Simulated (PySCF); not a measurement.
**Working out the ionisation energy of Zr⁺**

Zr⁺ [Kr] 4d2 5s1 (4F) → Zr²⁺ [Kr] 4d2 (3F). Computed with PySCF 2.14 in def2-QZVPPD with the def2 core potential (28 electrons), with scalar relativity through the core potential. Frozen: 4s2 4p6. Energies in hartree (1 hartree = 27.21139 eV):

```csv
part,Zr⁺ (lower),Zr²⁺ (upper)
UHF,-46.255045,-45.803131
CCSD correlation,-0.016221,-0.004961
(T),-0.000154,0.000000
```

Q: What does Hartree-Fock give?

A: (-45.803131) − (-46.255045) = 0.451914 hartree = 12.297 eV.

Q: What do CCSD and CCSD(T) give?

A: The CCSD correlation energies differ by 0.011260 hartree = 0.306 eV and the triples by 0.000154 hartree = 0.004 eV, so CCSD gives 12.603 eV and CCSD(T) 12.607 eV.

Reference: 13.13 eV (measured; NIST Atomic Spectra Database, ionization energies), between the lowest levels; spin-orbit coupling is absent from the calculation.

What remains against the reference includes basis incompleteness, the frozen core and higher excitations.
